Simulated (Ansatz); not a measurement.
Diatomic ZrSi, multiplicity 5 (an upper state: multiplicity 1 came lower at CCSD(T)/def2-TZVPP on PBE0 minima). No spin–orbit coupling. The T1 diagnostic near the minimum is 0.046, so single-reference values are doubtful.

Constants: fifth-degree fit in 1/R to seven points, most abundant isotopes. Runs in def2 and cc sets follow the lowest solution found near the PBE0 minimum.

Correlated levels freeze the inner cores; with def2 sets outer-core shells near the valence are correlated too.

Programs: Ansatz (a first-principles code) with Gaussian orbitals.  In def2 rows elements past Kr take small-core potentials, without spin–orbit coupling.

What bond length and harmonic frequency does PBE0/def2-TZVPP give?

r_e = 2.518 Å, ω_e = 370 cm⁻¹.

What bond length and harmonic frequency does wB97X-V/def2-TZVPP give?

r_e = 2.509 Å, ω_e = 380 cm⁻¹.

What bond length and harmonic frequency does CCSD(T)/def2-TZVPP give?

r_e = 2.545 Å, ω_e = 360 cm⁻¹.

Doubts at one or more of the structures used: T1 above 0.05 (CCSD(T)/def2-TZVPP).
